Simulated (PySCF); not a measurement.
# One molecule, several mistakes: GeH4NOSi

These are calculations, not measurements. The program is PySCF 2.14.0, an open-source quantum chemistry code, run on an isolated molecule that a program drew, which may never have been made. The molecule is GeH4NOSi (charge 0, doublet), drawn as the SMILES string `O=[SiH][NH][GeH2]`.

Each row is a Hartree-Fock (HF) and frozen-core CCSD(T) single point in the cc-pV(D+d)Z basis, meant for a local HF minimum. Run 1 is clean. Each other run has one planted mistake out of seven kinds, and not every kind appears here: one electron removed, one electron added, multiplicity raised by two, geometry at a saddle point, minimal basis STO-3G, one bond length entered in bohr, all coordinates scaled. The reference is restricted for singlets and unrestricted otherwise, and also for a bond in bohr. Adding or removing an electron swaps singlet and doublet. Electrons count all cores. HOMO and LUMO are orbital energies over both spins, the gradient is its largest component, and the lowest frequency (negative if imaginary) is given only where the gradient is small. Bond lengths are over the 7 bonds as drawn. T1 is the CCSD diagnostic: over 0.02 (restricted) or 0.045 (unrestricted) a single reference is doubtful. Germanium has the cc-pVDZ-PP basis, with a core potential (ECP10MDF) in place of its 10 inner electrons, and its 3s, 3p and 3d shells are frozen in CCSD(T).

Geometry of the clean run:
```xyz
8
GeH4NOSi, angstrom
O    -3.3947    2.0364    0.0770
Si   -2.6616    1.0294   -0.7539
N    -1.0140    1.0378   -1.0480
Ge    0.2349    2.2997   -0.4439
H    -3.2727   -0.1178   -1.4403
H    -0.6484    0.3356   -1.6681
H    -0.1044    2.6576    1.0040
H     1.6036    1.6109   -0.5741
```

| run | electrons | basis functions | <S^2> | HOMO (eV) | LUMO (eV) | gradient (hartree/bohr) | lowest frequency (cm^-1) | mean bond (Å) | longest bond (Å) | T1 | HF (hartree) | CCSD(T) (hartree) | mistake |
|---|---|---|---|---|---|---|---|---|---|---|---|---|---|
| 1 | 65 | 94 | 0.754 | -9.07 | 0.84 | 1.1e-05 | 83 | 1.5127 | 1.875 | 0.0197 | -713.96716 | -714.54326 | no fault |
| 2 | 65 | 94 | 0.758 | -9.40 | 0.30 | 7.9e-02 | - | 1.6458 | 2.040 | 0.0257 | -713.90856 | -714.51064 | all coordinates scaled |
| 3 | 65 | 94 | 1.982 | -8.43 | 0.89 | 2.6e-02 | - | 1.7030 | 2.830 | 0.0408 | -713.79231 | -714.32330 | one bond length entered in bohr |
| 4 | 66 | 94 | 0.000 | -0.86 | 7.26 | 7.9e-02 | - | 1.5127 | 1.875 | 0.0196 | -713.96538 | -714.56981 | one electron added |
| 5 | 65 | 94 | 3.786 | -5.33 | -0.03 | 1.6e-01 | - | 1.5127 | 1.875 | 0.0377 | -713.80892 | -714.34025 | ? |

**Which mistake was planted in run 5, and what did it cost?**

Electrons, basis and geometry are unchanged, and <S^2> is 3.786, beside S(S+1) = 3.75 for a multiplicity of 4. So the mistake is: multiplicity raised by two. Subtracting run 1 and multiplying by 627.51 kcal/mol a hartree, the energy moved by 99.3 kcal/mol in HF and 127.4 kcal/mol in CCSD(T).

